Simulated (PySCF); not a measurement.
Task: Give a GFN2-xTB geometry of `c1cc(F)n(CC#C)n1`.

Result: 
```
atom  x, y, z in Å
C1     2.8542    0.3193    1.3449
C2     2.1040   -0.1667    0.5503
C3     1.1361   -0.7371   -0.3705
N4    -0.1833   -0.1993   -0.1373
N5    -0.7519    0.6437   -0.9972
C6    -1.9194    0.9694   -0.4826
C7    -2.1346    0.3332    0.7500
C8    -0.9882   -0.3995    0.9245
F9    -0.6158   -1.2224    1.9041
H10    3.5345    0.7342    2.0271
H11    1.1150   -1.8267   -0.2492
H12    1.3995   -0.4844   -1.4012
H13   -2.5699    1.6414   -1.0047
H14   -2.9810    0.3943    1.3998
```

Any rigid rotation of these coordinates is as good. Atoms count from 1 in this order. The 5-membered ring N4–N5–C6–C7–C8 has internal angles of 103.0° to 111.5° (sum 540°, against 540° for a flat polygon); it is planar, 0.00 Å rms from its mean plane, widest ring torsion 0°. Of the pairs four or more bonds apart, C2···F9 is among the closest relative to their van der Waals radii: 3.22 Å, 101 % of the sum of Bondi's values. N4 (pyrrole-type nitrogen) is planar (angles 128.2°, 121.4° and 110.4°, sum 360.0°, 0.01 Å off the plane of its three neighbours). The 4 C–C bonds span 1.196 Å (C1≡C2, drawn triple) to 1.453 Å (C2–C3, drawn single), a spread of 0.257 Å.

Bonds between heavy atoms (Å): C1≡C2 1.196, C2–C3 1.453, C3–N4 1.444, N4–N5 1.332, N5–C6 1.317, C6–C7 1.404, C7–C8 1.372, C8–F9 1.332, N4–C8 1.347.

The geometry is computed with GFN2-xTB (gas phase).

Point group: C1 (no symmetry element, even within 0.4 Å). Stationary, but not proved a minimum. One conformer, not necessarily the lowest (C2–C3–N4–N5 109°).
